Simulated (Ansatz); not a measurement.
Relaxation of BrF2H5OSi2 (11 atoms, charge 0, multiplicity 1), to a largest force component of 0.03 eV/Å in at most 50 steps.

These are results of RKS PBE-D4/def2-SVP (Ansatz), not measurements.

```xyz
11
Properties=species:S:1:pos:R:3
Si 0.113 -0.484 -0.495
O 0.241 -0.029 2.348
Si -1.228 -0.252 3.174
H -2.087 -1.310 2.536
H -0.965 -0.652 4.603
H -1.932 1.069 3.127
F 1.237 0.655 -0.257
F -1.339 -0.026 0.072
H -0.045 -0.700 -1.957
Br 0.801 -2.480 0.384
H 0.896 -0.750 2.520
```

Task: Where does it end, and by what steps?

Result: It converged. After 10 steps the energy has fallen by 0.044 eV; H5 moved furthest, 0.28 Å.

```tsv
step	energy less start (eV)	largest force component (eV/Å)	accepted
0	0.0000	0.625	yes
1	-0.0307	0.183	yes
2	-0.0347	0.100	yes
3	-0.0370	0.083	yes
4	-0.0390	0.035	yes
5	-0.0415	0.120	yes
6	-0.0428	0.082	yes
7	-0.0438	0.037	yes
8	-0.0442	0.031	yes
9	-0.0443	0.039	yes
10	-0.0443	0.003	yes
```

```xyz
11
Properties=species:S:1:pos:R:3
Si 0.111 -0.474 -0.532
O 0.281 -0.098 2.418
Si -1.216 -0.264 3.191
H -1.976 -1.473 2.714
H -1.025 -0.394 4.682
H -1.980 0.987 2.890
F 1.258 0.616 -0.203
F -1.324 -0.015 0.077
H -0.046 -0.554 -2.008
Br 0.685 -2.485 0.217
H 0.923 -0.805 2.610
```

Whether the end is a true minimum wasn't checked by a vibrational analysis.

Run time: 21 s on 4 threads of Arm Neoverse V1, on a shared host, peak memory 0.2 GiB.
